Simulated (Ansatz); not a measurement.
`C[SiH](F)N[SiH](Cl)Cl` at its PBE0-D4/def2-TZVP geometry, where that method's forces vanish. The species carries charge 0 and has multiplicity 1.

```xyz
13

C     0.8747    1.6525   -1.2705
Si   -0.0633    0.0874   -0.9705
F     0.3554   -0.9513   -2.1144
N     0.3149   -0.5602    0.5827
Si   -0.7019   -1.3227    1.7146
Cl   -1.8553    0.0187    2.7479
Cl   -1.9811   -2.5908    0.7575
H     1.9521    1.4885   -1.1808
H     0.6788    2.0335   -2.2753
H     0.5832    2.4190   -0.5488
H    -1.5323    0.2390   -1.0375
H     1.2704   -0.4487    0.8958
H     0.1044   -2.0649    2.6992
```

(1) What forces (eV/Å) does ωB97M-V/def2-TZVPP give on these atoms in the Gaussian-basis code of Ansatz? (Best estimate.)

## Answers

(1) Ansatz gave: 
```
C1   0.013  0.029 -0.015
Si2 -0.188  0.146  0.052
F3   0.037 -0.089 -0.100
N4   0.044  0.005  0.027
Si5  0.137 -0.113  0.159
Cl6 -0.027  0.030  0.013
Cl7 -0.034 -0.023 -0.035
H8  -0.073  0.009 -0.003
H9   0.015 -0.025  0.073
H10  0.023 -0.049 -0.050
H11  0.154 -0.017  0.013
H12 -0.003  0.003 -0.009
H13 -0.098  0.094 -0.125
```
